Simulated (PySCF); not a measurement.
Mapped SMILES: `[F:1]/[CH:2]=[C:3](\[F:4])[SiH3:5]`. Each H is labelled by its parent atom.

- shielding tensors at PBE0/pcSseg-1 (GIAO)
- geometry from PBE0-D3(BJ)/def2-SVP
- run in PySCF 2.14.0 with density-fitted response routines
- fast rotation and ring inversion assumed for equivalent nuclei, gas phase, single conformer, non-relativistic

Referencing at the same level of theory: 13C and 1H and 29Si vs TMS; 19F against CFCl3.

```
 atoms  nucleus  count  δ (ppm)
 H(C2)       1H      1     6.43
    C3      13C      1    151.7
    F1      19F      1   -126.3
   Si5     29Si      1    -77.8
    F4      19F      1        ?
H(Si5)       1H      3        ?
    C2      13C      1    152.2
```

Task: Fill in the missing shifts.

Result: 
- H(Si5): 4.18 ppm, hydrogen on a silicon bonded to C
- F4: -153.2 ppm, vinylic fluorine

Shifts are as computed. Against solution values, carbons near 30 ppm lie about +2 ppm off and those near 130 ppm about +5 ppm. Of 1211 compounds with measured shifts, 218 miss one by over three times the rms of a fit or turn the order of signals round; such compounds aren't used in these exercises. Unscaled 19F shifts against computed CFCl3 carry errors that often reach 10 to 50 ppm.
